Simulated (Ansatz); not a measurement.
Gas-phase electronic energies from Ansatz, PBE0-D4/def2-TZVP geometries. CCSD(T)/CBS is the MP2 limit (def2-TZVPP, def2-QZVPP) plus CCSD(T) − MP2 in def2-TZVPP, frozen cores. This one scheme is used for every species. DFT in def2-TZVPP. No spin–orbit coupling; open shells (•) take unrestricted orbitals. For Ga outer-core shells are correlated without core-valence functions, which leaves a few kJ/mol of doubt a bond. Scalar relativity is left out up to krypton. One conformer a species, not always the lowest.

Consider the homolysis of the Ga–O bond: `[OH][Ga]([Cl])[O][SiH3]` → `[SiH3][O][Ga][Cl]`• + `[OH]`•.

`[OH][Ga]([Cl])[O][SiH3]`:

Z-matrix (Å, degrees):
```
Si
O 1 1.640
H 1 1.488 2 110.9
H 1 1.484 2 107.9 3 119.7
H 1 1.488 2 110.8 3 -120.7
Ga 2 1.765 1 137.4 3 56.8
Cl 6 2.114 2 120.5 1 -0.4
O 6 1.764 2 119.6 1 179.6
H 8 0.961 6 112.5 2 -0.0
```

`[SiH3][O][Ga][Cl]`•:

Cartesian coordinates in Å:
```
Si 0.353 -1.074 0.321
O -0.321 0.399 0.071
Ga -0.168 1.825 -0.987
Cl -1.545 3.447 -0.609
H 1.456 -1.331 -0.649
H -0.681 -2.127 0.155
H 0.906 -1.139 1.698
```

`[OH]`•:

Z-matrix (Å, degrees):
```
O
H 1 0.973
```

```
  level  ΔE (kJ/mol)
PBE0-D4        423.7
   PBE0        418.5
```

(1) What does CCSD(T)/CBS give? (Estimate.)

Largest T1 diagnostic among the species: 0.015.

Answers

(1) The calculation gave: +457.0 kJ/mol. The listed levels differ from it by -33.3, -38.5 kJ/mol.

From PBE to PBE0 (25 % exact exchange), in def2-TZVPP and without D4, ΔE moves by −5.6 kJ/mol: exact exchange takes away binding that semilocal exchange gives to molecules. In def2-TZVPP, CCSD(T) changes the Hartree–Fock value by +142.3 kJ/mol (the triples alone add +10.3 kJ/mol) and MP2 by +173.3 kJ/mol; breaking electron pairs costs correlation energy, which Hartree–Fock lacks.

CCSD(T)/CBS has its own doubt, a few kJ/mol and more with outer-core shells, so smaller differences from it don't rank the levels.
